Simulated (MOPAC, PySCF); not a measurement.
C3H9Ga, SMILES `[CH3][Ga]([CH3])[CH3]`, neutral singlet in the gas phase. 

Z-matrix (Å, degrees):
```
Ga
C 1 1.9756
H 2 1.0912 1 112.75
H 2 1.0931 3 108.80 1 -123.68
H 2 1.0951 3 107.85 4 -115.37
C 1 1.9758 2 120.13 3 12.00
H 6 1.0913 1 112.64 2 162.52
H 6 1.0927 7 108.88 1 124.03
H 6 1.0953 7 107.65 8 115.44
C 1 1.9758 2 120.17 3 -167.98
H 10 1.0910 1 112.89 2 3.40
H 10 1.0940 11 108.48 1 -122.63
H 10 1.0944 11 108.29 12 -115.29
```
Charge 0, spin multiplicity 1.

All levels are single points at this geometry (PBE0-D4/def2-TZVP); Pople sets use spherical d functions. Orbital energies aren't observables, and empty levels follow the basis.

HF/6-31G* in PySCF gives HOMO (eV) = -10.25.

**Question.** Estimate the HOMO (eV) from each of these levels: B3LYP-D3(BJ)/def2-TZVP in PySCF; PBE0-D4/def2-TZVP in PySCF; BP86/6-31G* in PySCF; PBE/6-31G* in PySCF; SVWN5/6-31G* in PySCF; HF/3-21G in PySCF; AM1 in MOPAC; PM3 in MOPAC.

**Answer.** 
```
level                            HOMO (eV)
-------------------------------  ---------
B3LYP-D3(BJ)/def2-TZVP in PySCF      -7.20
PBE0-D4/def2-TZVP in PySCF           -7.42
BP86/6-31G* in PySCF                 -6.06
PBE/6-31G* in PySCF                  -5.96
SVWN5/6-31G* in PySCF                -6.07
HF/3-21G in PySCF                   -10.18
AM1 in MOPAC                        -10.15
PM3 in MOPAC                         -9.10
```
